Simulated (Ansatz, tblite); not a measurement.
Bond stretch in C₆H₁₃BO₂, SMILES CC1(C)OBOC1(C)C. The C1–C19 bond (C1 also carries C, C, O; C19 carries H, H, H) is varied alone, starting from the PBE0/def2-SVP optimised geometry.

- UKS-PBE0 = unrestricted PBE0/def2-SVP run with Ansatz (a first-principles code)
- RKS-B3LYP = Ansatz with restricted B3LYP/def2-SVP
- GFN2-xTB, 300 K electronic temperature (tblite)
- RKS-PBE = restricted PBE/def2-SVP (Ansatz)
- UKS-B3LYP = Ansatz with unrestricted B3LYP/def2-SVP

Energies are in mEh, each relative to the lowest point of its own curve near equilibrium.

```json
[
 {"R / Å": "1.25", "UKS-PBE0": "66.3", "RKS-B3LYP": "68.4", "GFN2-xTB": "67.0", "RKS-PBE": "68.3", "UKS-B3LYP": "68.4"},
 {"R / Å": "1.34", "UKS-PBE0": "25.1", "RKS-B3LYP": "26.8", "GFN2-xTB": "25.6", "RKS-PBE": "26.9", "UKS-B3LYP": "26.8"},
 {"R / Å": "1.45", "UKS-PBE0": "3.3", "RKS-B3LYP": "4.1", "GFN2-xTB": "3.5", "RKS-PBE": "4.3", "UKS-B3LYP": "4.1"},
 {"R / Å": "1.48", "UKS-PBE0": "1.1", "RKS-B3LYP": "1.6", "GFN2-xTB": "1.2", "RKS-PBE": "1.7", "UKS-B3LYP": "1.6"},
 {"R / Å": "1.53", "UKS-PBE0": "0.0", "RKS-B3LYP": "0.0", "GFN2-xTB": "0.0", "RKS-PBE": "0.0", "UKS-B3LYP": "0.0"},
 {"R / Å": "1.57", "UKS-PBE0": "0.9", "RKS-B3LYP": "0.5", "GFN2-xTB": "0.9", "RKS-PBE": "…", "UKS-B3LYP": "0.5"},
 {"R / Å": "1.65", "UKS-PBE0": "6.5", "RKS-B3LYP": "5.2", "GFN2-xTB": "6.6", "RKS-PBE": "4.8", "UKS-B3LYP": "5.2"},
 {"R / Å": "1.73", "UKS-PBE0": "15.4", "RKS-B3LYP": "13.1", "GFN2-xTB": "15.9", "RKS-PBE": "12.4", "UKS-B3LYP": "13.1"},
 {"R / Å": "1.86", "UKS-PBE0": "33.7", "RKS-B3LYP": "29.9", "GFN2-xTB": "35.5", "RKS-PBE": "28.4", "UKS-B3LYP": "29.9"},
 {"R / Å": "2.01", "UKS-PBE0": "57.0", "RKS-B3LYP": "51.4", "GFN2-xTB": "60.6", "RKS-PBE": "49.0", "UKS-B3LYP": "51.4"},
 {"R / Å": "2.23", "UKS-PBE0": "90.3", "RKS-B3LYP": "82.4", "GFN2-xTB": "97.3", "RKS-PBE": "78.3", "UKS-B3LYP": "82.4"},
 {"R / Å": "2.51", "UKS-PBE0": "127.0", "RKS-B3LYP": "116.5", "GFN2-xTB": "136.4", "RKS-PBE": "110.2", "UKS-B3LYP": "116.5"},
 {"R / Å": "2.81", "UKS-PBE0": "149.2", "RKS-B3LYP": "145.2", "GFN2-xTB": "166.1", "RKS-PBE": "136.6", "UKS-B3LYP": "139.8"},
 {"R / Å": "3.18", "UKS-PBE0": "159.6", "RKS-B3LYP": "171.3", "GFN2-xTB": "187.9", "RKS-PBE": "159.8", "UKS-B3LYP": "151.4"},
 {"R / Å": "3.76", "UKS-PBE0": "164.5", "RKS-B3LYP": "197.5", "GFN2-xTB": "201.2", "RKS-PBE": "182.1", "UKS-B3LYP": "156.9"},
 {"R / Å": "4.47", "UKS-PBE0": "166.0", "RKS-B3LYP": "215.6", "GFN2-xTB": "203.6", "RKS-PBE": "196.3", "UKS-B3LYP": "158.5"}
]
```

Q: What belongs in the gaps?

A: 
- 1.57, RKS-PBE: 0.4

The unrestricted determinant behind UKS-PBE0 is spin-contaminated at 2.51 to 4.47 Å (<S²> up to 1.0, against 0.00 for a pure singlet). The restricted form behind RKS-B3LYP, RKS-PBE keeps the bonding electrons paired and can't separate into open-shell fragments. The unrestricted determinant behind UKS-B3LYP is spin-contaminated at 2.81 to 4.47 Å (<S²> up to 1.0, against 0.00 for a pure singlet).
